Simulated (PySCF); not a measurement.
## Ne⁺: excitation energy

Ne⁺ [He] 2s2 2p5 (2P) → Ne⁺ [He] 2s2 2p4 3d1 (high-spin determinant), as a difference of total energies. All numbers are calculated (PySCF 2.14, no relativity, point nucleus, in aug-cc-pVQZ). Correlated levels: valence: 1s2 frozen. The calculations carry no spin-orbit coupling.

```json
{"method": "UHF", "excitation energy (cm⁻¹)": "316320"}
{"method": "MP2 (valence)", "excitation energy (cm⁻¹)": "326980"}
{"method": "SCS-MP2 (valence)", "excitation energy (cm⁻¹)": "327710"}
{"method": "CCSD (valence)", "excitation energy (cm⁻¹)": "325970"}
{"method": "CCSD(T) (valence)", "excitation energy (cm⁻¹)": "325960"}
```

The promoted electron is Rydberg-like, and one or two diffuse shells describe it only roughly, which tends to raise the upper state.

The determinant of the upper state mixes LS terms, which raises its energy above the lowest term, most at the Hartree-Fock and MP2 levels.
